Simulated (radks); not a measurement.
The platinum ion Pt66+, 12 electrons, occupied as [Ne] 3s2.

All-electron calculation, scalar-relativistic Kohn-Sham, PBE, spin-polarised, spherical densities, finite nucleus; Fermi nuclear charge, rms radius 5.427 fm. Program: a radial shooting solver on a logarithmic mesh with Libxc functionals.

Energy parts (eV):
| part | energy |
|---|---|
| total | -354338.57 |
| kinetic | 408419.31 |
| electron-nucleus | -785949.64 |
| Hartree | 27404.36 |
| exchange-correlation | -4212.60 |

Orbitals (lengths in bohr, moments of r in powers of bohr; <r^-3> diverges for s and p1/2; r(90%) holds 90 % of the orbital's charge):
orbital  occ.  eigenvalue (eV)  r(90%)       <r^4>  <r^-3>
1s          2        -84245.29  0.0313   4.503e-07       -
2s          2        -19318.53   0.111  0.00006211       -
2p          6        -17529.90   0.104  0.00004894   25000
3s          2        -7926.672   0.249    0.001640       -

The highest occupied level is 3s at -7926.7 eV. The electron density at the nucleus is 2.121e+06 e/bohr^3 (large components only). The density falls to 0.001 e/bohr^3 at r = 0.49 bohr.
